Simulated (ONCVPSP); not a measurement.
oxygen: one change to an ONCV potential, before and after

* Element: O (Z = 8)
* Generator: ONCVPSP 4.0.1
* Type: optimised norm-conserving Vanderbilt (ONCV)
* Functional: PBE
* Relativity: scalar-relativistic
* Frozen core: [He]
* Valence charge: 6
* Reference configuration: 2s1.5 2p4.5
* Partial waves: 2s: rc 0.90 bohr, ncon 4, nbas 7, qcut 7.1 1/bohr, 2 projectors, debl 1.4 Ha; 2p: rc 1.10 bohr, ncon 4, nbas 8, qcut 11.4 1/bohr, 2 projectors, debl 3 Ha
* Local potential: polynomial inside 0.60 bohr (lpopt 5, dvloc0 3 Ha)
* Core correction: Teter function fitted to the true core (icmod 2), fcfact 0.35

Change: p: rc 1.24.

Cutoffs: the cutoffs (Ha) at which the residual kinetic energy of the hardest occupied pseudo-wave falls to 1 and 0.1 mHa per electron; they do not see the model core or the augmentation charge, which bear on the density cutoff. Errors are all-electron minus pseudo energies relative to the spin-unpolarised reference configuration.

Task: Predict the effect on cutoff, ghosts and configuration errors.

Result: The potential gets neither clearly harder nor softer (102 Ha and 145 Ha → 102 Ha and 145 Ha); of the 4 tests that both files solve, the error grows in 2 and shrinks in 0 by more than 15 % and 0.3 meV (median size 25.9 → 29.0 meV); neither file shows a bound ghost.

```tsv
quantity	base	changed
cutoff, loose	102 Ha	102 Ha
cutoff, tight	145 Ha	145 Ha
loose cutoff by channel	s 102 Ha, p 46 Ha	s 102 Ha, p 42 Ha
bound ghosts	none	none
GHOST(+) flags under 300 eV	none	none
error for 2s2 2p4, meV [ΔE -7.47 eV]	+3.7	+3.7
error for 2s2 2p3, meV [ΔE 8.96 eV]	+20	+26
error for 2s2 2p2, meV [ΔE 42.55 eV]	+95	+128
error for 2s0 2p6, meV [ΔE 22.47 eV]	+32	+32
s: phases at 0.91 bohr within 0.05 rad from the reference energy up to (Ha; the scan ends near 5)	to the end of the scan	to the end of the scan
rms error of d²Exc/dni dnj with the model core, mHa	1.58	1.67
```
